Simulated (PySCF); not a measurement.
## EPR parameters of C5H8ClSi

C5H8ClSi (doublet state).
Structure used (GFN2-xTB), in Å, numbered top down from 1:
```
atom  x, y, z in Å
C1    -2.5404   -0.0026    0.0510
C2    -1.2229    0.0427   -0.0559
C3    -0.1972   -0.1170    1.0411
C4     1.0666    0.3274    0.2840
C5     2.1878   -0.5653    0.3646
Cl6    3.7148   -0.0511   -0.2176
Si7    0.0186    0.3947   -1.4320
H8    -3.0315   -0.1886    0.9951
H9    -3.1856    0.1393   -0.8003
H10   -0.4048    0.4897    1.9229
H11   -0.1199   -1.1573    1.3609
H12    1.3599    1.3474    0.5336
H13    2.0619   -1.6348    0.3810
H14    0.3419   -0.7013   -2.3397
H15   -0.0534    1.6850   -2.1106
```

The hyperfine couplings belong to this conformer and change with its torsions.

Identity: `C=C1C[C@@H]([CH]Cl)[SiH2]1` [radical].

The calculation used PySCF 2.14.0, UKS B3LYP, pcH-1 on C Cl H Si, non-relativistic, mean-field spin-orbit, GIAO. Geometry: GFN2-xTB, one conformer, isolated molecule. The geometry wasn't refined by DFT: couplings that depend on bond lengths, twists or pyramidal angles can differ widely from those at the functional's own minimum. Stability of the SCF solution: not tested.

- g1, g2, g3: 2.00177, 2.00581, 2.00802
- g_iso: 2.00520
- Form of g: rhombic: the two nearest values differ by 35 % of g3 − g1
- ⟨S²⟩: 0.7550 (exact 0.7500)
- α and β electrons: 35, 34
- Total energy: -944.96497 Eh

Isotropic coupling and dipolar principal values T1 to T3, in MHz:

| atom | isotope | a_iso | of which spin–orbit | T1 | T2 | T3 | Mulliken spin population |
| --- | --- | --- | --- | --- | --- | --- | --- |
| C1 | 13C | 2.8 | 0.0 | -0.5 | -0.3 | 0.8 | 0.00 |
| C2 | 13C | -5.1 | 0.0 | -0.9 | 0.0 | 0.9 | 0.00 |
| C3 | 13C | 16.7 | 0.0 | -1.6 | -1.1 | 2.7 | 0.01 |
| C4 | 13C | -33.9 | 0.0 | -2.9 | -1.2 | 4.1 | -0.08 |
| C5 | 13C | 137.7 | 0.4 | -73.6 | -72.7 | 146.3 | 0.85 |
| Cl6 | 35Cl | 6.8 | -0.1 | -25.1 | -15.6 | 40.7 | 0.07 |
| Si7 | 29Si | -152.0 | 0.3 | -38.7 | 18.8 | 19.8 | 0.15 |
| H8 | 1H | 2.4 | 0.0 | -0.6 | -0.3 | 1.0 | 0.00 |
| H9 | 1H | 0.9 | 0.0 | -0.8 | -0.4 | 1.2 | 0.00 |
| H10 | 1H | -2.0 | 0.0 | -2.0 | -1.7 | 3.7 | 0.00 |
| H11 | 1H | -2.6 | 0.0 | -3.5 | -2.4 | 5.9 | 0.00 |
| H12 | 1H | 61.2 | 0.0 | -4.3 | -3.9 | 8.2 | 0.02 |
| H13 | 1H | -42.9 | 0.1 | -33.5 | -1.5 | 35.1 | -0.03 |
| H14 | 1H | -5.4 | 0.0 | -3.2 | -1.2 | 4.4 | 0.00 |
| H15 | 1H | 14.2 | 0.0 | -2.9 | -0.6 | 3.5 | 0.01 |

Largest spin populations (Mulliken): C5 (+0.85), Si7 (+0.15), C4 (-0.08) and Cl6 (+0.07). The positive populations add up to 1.12 and the negative ones to -0.12, together 2S = 1. The angles at C5 add up to 355.2°, so it is nearly planar; its axial dipolar tensor and the negative coupling of its proton fit spin in a p orbital normal to that plane.

Under fast tumbling the dipolar parts average out, and these isotropic splittings remain (the largest six): 1 × 1H (H12, I = 1/2, 2 lines) with 2.18 mT, 1 × 1H (H13, I = 1/2, 2 lines) with 1.53 mT, 1 × 1H (H15, I = 1/2, 2 lines) with 0.51 mT, 1 × 35Cl (Cl6, I = 3/2, 4 lines) with 0.24 mT, 1 × 1H (H14, I = 1/2, 2 lines) with 0.19 mT and 1 × 1H (H11, I = 1/2, 2 lines) with 0.09 mT.

Main isotope only: 35Cl (natural samples also hold 24 % 37Cl, magnetic too, which adds its own pattern).

The 13C coupling of C5 (137.7 MHz) shows only in satellite lines or after enrichment, since that isotope makes up about 1.07 % of natural carbon.

The 29Si coupling of Si7 (-152.0 MHz) shows only in satellite lines or after enrichment, since that isotope makes up about 4.7 % of natural silicon.
